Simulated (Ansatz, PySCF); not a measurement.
Species: SF₃ (charge -1, singlet). 
Coordinates optimised at B3LYP-D3(BJ)/def2-TZVP (Ansatz, an electronic-structure program):
```
S
F 1 1.6561
F 1 1.8341 2 87.53
F 1 1.8341 2 87.53 3 180.00
```
Charge -1, spin multiplicity 1.

Total electronic energies in hartree. Correlated levels leave the core frozen unless marked. No spin-orbit coupling. No relativistic terms. FCI takes restricted orbitals. Basis-set limits of correlation are two-point, X^-3; Hartree-Fock from the larger set. [CCSD(T)-MP2]/basis is that difference in the basis named.

```csv
level,program,energy (Eh)
SVWN5/def2-TZVPD,Ansatz,-694.67757
PBE/def2-TZVPD,Ansatz,-697.47229
PW6B95-D4/def2-TZVPD,PySCF + dftd4,-698.53483
HSE06-D4/def2-TZVPD,Ansatz + dftd4,?
CAM-B3LYP/def2-TZVPD,Ansatz,?
B2PLYP-D3(BJ)/def2-TZVPD,Ansatz + dftd3,?
CCSD(T)/cc-pVTZ,Ansatz,-696.94198
FCI/STO-3G,Ansatz,-687.03388
"RI-MP2/CBS(aug-cc-pV(T+d)Z,aug-cc-pV(Q+d)Z)+[CCSD(T)-MP2]/aug-cc-pV(T+d)Z",Ansatz,-697.1611
```

Task: Fill in the missing entries.

Result: 
- HSE06-D4/def2-TZVPD, energy (Eh): -697.46126
- CAM-B3LYP/def2-TZVPD, energy (Eh): -697.85660
- B2PLYP-D3(BJ)/def2-TZVPD, energy (Eh): -697.62593
